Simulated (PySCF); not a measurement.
Correlation energy of N⁺ (nitrogen, charge +1)

[He] 2s2 2p2, high-spin 3P determinant. Computed with PySCF 2.14 in def2-QZVPPD (8s4p4d2f1g, 63 functions), with the non-relativistic Hamiltonian (point nucleus). Frozen: nothing; 6 electrons correlated.

MP2 pair energies summed by pair of shells (mhartree):

| pair | energy | share (%) |
| --- | --- | --- |
| 2s-2p | -47.50 | 47.9 |
| 2s-2s | -21.72 | 21.9 |
| 1s-1s | -14.28 | 14.4 |
| 2p-2p | -7.90 | 8.0 |
| 1s-2p | -4.10 | 4.1 |
| 1s-2s | -3.57 | 3.6 |

Total MP2 correlation energy: -99.07 mhartree.

Same-spin part -16.07 and opposite-spin part -83.00 mhartree; SCS-MP2 scales them by 1/3 and 6/5 to -104.96 mhartree.

This basis was not built for core-valence correlation, so the inner-shell part is incomplete.
